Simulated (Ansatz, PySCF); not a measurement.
The pair A = NH3 (SMILES N) (first 4 atoms), B = H4OSi (SMILES O[SiH3]); geometry from B3LYP-D3(BJ)/def2-TZVP.
(charge 0, multiplicity 1):
```xyz
10

N      0.43978    -0.21667     0.10688
H      0.43348     0.73462    -0.24372
H      1.25903    -0.67880    -0.27212
H     -0.37812    -0.68784    -0.26326
O      0.62212    -0.35491     2.92469
Si    -0.54752     0.31972     3.84715
H      0.54387    -0.29902     1.94526
H     -0.68687     1.78283     3.60925
H     -0.17728     0.10190     5.26282
H     -1.88533    -0.28690     3.60444
```

Correlated levels freeze the cores. CBS: X⁻³ extrapolation of the correlation energy, Hartree–Fock from the larger set. MP2 and its Hartree–Fock in aug-cc-pV(T+d)Z are density fitted.

The values were computed with Ansatz (a program for electronic structure); PySCF for the dispersion terms. Each number belongs to the level named beside it.

The monomers are drawn apart, rigid, along the line of their centres of mass. Counterpoise-corrected interaction energies (kcal/mol):

```
level                                                                 R = 4.280 Å  R = 5.018 Å
--------------------------------------------------------------------  -----------  -----------
PBE/def2-TZVPPD                                                           -5.6483      -2.6520
PBE-D3(BJ)/def2-TZVPPD                                                    -6.1078      -2.8665
wB97M-V/def2-TZVPPD                                                       -5.6683      -2.6905
MP2/CBS(aug-cc-pV(D+d)Z, aug-cc-pV(T+d)Z) + ΔCCSD(T)/aug-cc-pV(D+d)Z      -5.5825      -2.6418
```

Question: R is the distance of the centres of mass. Find the local exponent m of E ∝ R⁻ᵐ between the two points.

Answer: 
m = ln(E₁/E₂)/ln(R₂/R₁): PBE/def2-TZVPPD 4.8; PBE-D3(BJ)/def2-TZVPPD 4.8; wB97M-V/def2-TZVPPD 4.7; MP2/CBS(aug-cc-pV(D+d)Z, aug-cc-pV(T+d)Z) + ΔCCSD(T)/aug-cc-pV(D+d)Z 4.7. For scale, two fixed dipoles give m = 3, dipole and quadrupole 4, quadrupoles 5, and dispersion or dipole-induced dipole 6 at long range; at these distances several terms mix, and what is left of overlap and damping shifts m, so it need not match one of them.
